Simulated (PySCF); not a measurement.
PySCF 2.14 output of an unrestricted BLYP calculation on a single atom or ion in x2c-QZVPPall (16s10p8d5f2g, 139 functions), with the spin-free X2C one-electron Hamiltonian (Gaussian nucleus):

```
SCF conv_tol = 1e-09
number electrons alpha = 27  beta = 27
    A. D. Becke.,  Phys. Rev. A 38, 3098 (1988)
    C. Lee, W. Yang, and R. G. Parr.,  Phys. Rev. B 37, 785 (1988)
    B. Miehlich, A. Savin, H. Stoll, and H. Preuss.,  Chem. Phys. Lett. 157, 200 (1989)
cycle= 1 E= -7786.30644666605  delta_E= -0.0296  |g|= 0.0402  |ddm|= 1.22
cycle= 2 E= -7786.30652802476  delta_E= -8.14e-05  |g|= 0.0405  |ddm|= 0.198
cycle= 3 E= -7786.30677821119  delta_E= -0.00025  |g|= 0.00284  |ddm|= 0.123
cycle= 4 E= -7786.30677920881  delta_E= -9.98e-07  |g|= 0.000517  |ddm|= 0.00459
cycle= 5 E= -7786.30677928921  delta_E= -8.04e-08  |g|= 2.73e-05  |ddm|= 0.00118
cycle= 6 E= -7786.30677928956  delta_E= -3.54e-10  |g|= 5.63e-07  |ddm|= 5.73e-05
converged SCF energy = -7786.30677928956  <S^2> = -2.1316282e-14  2S+1 = 1
```

The run itself started from symmetry-adapted Hartree-Fock orbitals and held the occupation by maximum overlap, on a logarithmic radial grid, so the iterations belong to that start.

Problem. Which element, charge and spin multiplicity is this?

Solution. Cs+ (caesium, charge +1), multiplicity 1; the state was [Xe], closed-shell 1S.

Spin-orbit coupling, which splits the p, d and f shells strongly at this Z, is absent.
